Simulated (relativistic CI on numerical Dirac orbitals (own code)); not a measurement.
# Sensitivity of the levels of In²⁷⁺ to α and to the nuclear radius

These numbers are calculated, not measured: Dirac-Coulomb-Breit CI, separate exchange-only KLI orbitals for each configuration, derivatives by finite differences, unscaled Slater integrals, QED left out (own radial code, finite nucleus).

CI space (outside the closed core [Ne] 3s2): 3p6.3d4, 3p5.3d5, 3p6.3d3.4p, 3p6.3d2.4s.4p, 3p6.3d2.4s2, 3p6.3d.4s2.4p. Double excitations out of closed p, d and f shells are left out; levels of such configurations are missing from the list, as are those of other unlisted configurations, and high levels can miss mixing partners.

With x = (α/α₀)² − 1 an excitation energy changes as ω = ω₀ + qx; K = 2q/ω₀ is the relative enhancement. Terms are leading LS components, so labels can repeat. The field-shift factor is F = δν/δ⟨r²⟩ for the transition from the lowest level.

Lowest level 3p6.3d4 5D_0.

```tsv
Level	ω₀ (cm⁻¹)	q (cm⁻¹)	F (GHz/fm²)
3p6.3d4 5D_1	36225	63990	0.445
3p6.3d4 5D_2	63998	96420	0.689
3p6.3d4 5D_3	83200	107100	0.788
3p6.3d4 5D_4	90693	85490	0.677
3p6.3d4 3P_0	131809	109100	0.884
3p6.3d4 3H_4	136589	108200	0.893
3p6.3d4 3G_3	162395	101900	0.9
3p6.3d4 3F_2	167808	96740	0.878
3p6.3d4 3H_5	168934	120900	1.03
3p6.3d4 3P_1	177593	131100	1.1
3p6.3d4 3H_6	180547	123900	1.07
3p6.3d4 3G_4	202336	133700	1.16
3p6.3d4 3D_2	211892	130500	1.16
3p6.3d4 3F_4	218866	170900	1.41
3p6.3d4 3F_3	220208	120100	1.11
3p6.3d4 3F_3	241516	177900	1.49
3p6.3d4 3P_2	252571	156600	1.39
3p6.3d4 3G_5	253846	193700	1.62
3p6.3d4 1I_6	261026	187300	1.59
3p6.3d4 3D_1	269257	180600	1.56
3p6.3d4 3F_4	297164	171800	1.56
3p6.3d4 1S_0	303048	190300	1.68
3p6.3d4 3P_2	306270	173400	1.58
```

At this charge energies of transitions that change n are usually good to better than 1 %, and those within a shell (Δn = 0) to a few per cent. Terms inside the open d or f shell come out 10 to 20 % too wide with unscaled integrals.

Question: Which transition from the lowest level has the largest |K|?

Answer: 3p6.3d4 5D_1 at 36225 cm⁻¹, K = 3.53.
